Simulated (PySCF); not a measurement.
Write Cartesian coordinates for InChI=1S/C7H12O/c1-2-6(3-1)7-4-8-5-7/h6-7H,1-5H2 as optimised with PBE0-D3(BJ)/def2-SVP.

```xyz
20
C7H12O angstrom
C      2.4540    0.1990   -0.0775
C      1.3349    1.2396   -0.2713
C      0.3148    0.1566    0.1408
C     -1.0239    0.0969   -0.5487
C     -2.0386   -0.9327   -0.0258
O     -2.9588    0.0857    0.3532
C     -2.0884    1.1143   -0.1071
C      1.3862   -0.9055   -0.1875
H      3.2816    0.1905   -0.8021
H      2.8820    0.2488    0.9355
H      1.2143    1.5065   -1.3341
H      1.3735    2.1687    0.3174
H      0.1568    0.1955    1.2335
H     -0.8803    0.0568   -1.6408
H     -1.6908   -1.5309    0.8371
H     -2.4598   -1.6214   -0.7798
H     -2.5412    1.7198   -0.9125
H     -1.7716    1.7952    0.7051
H      1.2805   -1.2600   -1.2259
H      1.4677   -1.7828    0.4720
```

Orientation and origin are arbitrary. Atoms count from 1 in this order. The C–C distances run from 1.507 Å (C3–C4, drawn single) to 1.544 Å (C3–C8, drawn single), a spread of 0.037 Å. The 4-membered ring C1–C2–C3–C8 has internal angles of 88.1° to 88.4°; it is puckered, 0.13 Å rms from its mean plane, widest ring torsion 19°. The 4-membered ring C4–C5–O6–C7 has internal angles of 83.6° to 92.2° (sum 360°, against 360° for a flat polygon); it is planar, 0.00 Å rms from its mean plane, widest ring torsion 0°.

Bonds between heavy atoms (Å): C1–C2 1.540, C2–C3 1.544, C3–C4 1.507, C4–C5 1.537, C5–O6 1.424, O6–C7 1.424, C3–C8 1.544, C1–C8 1.540, C4–C7 1.537.

Level of theory: PySCF 2.14.0, PBE0-D3(BJ)/def2-SVP geometry optimisation, gas phase.

Point group: Cs (every atom within 0.08 Å of its image). No PBE0-D3(BJ)/def2-SVP frequencies stand behind this structure, so it isn't proved a minimum. The numbers are those of one conformer (C2–C3–C4–C5 -176°, C8–C1–C2–C3 19°, C1–C2–C3–C4 -142°, C3–C4–C5–O6 117°, C4–C5–O6–C7 0°).
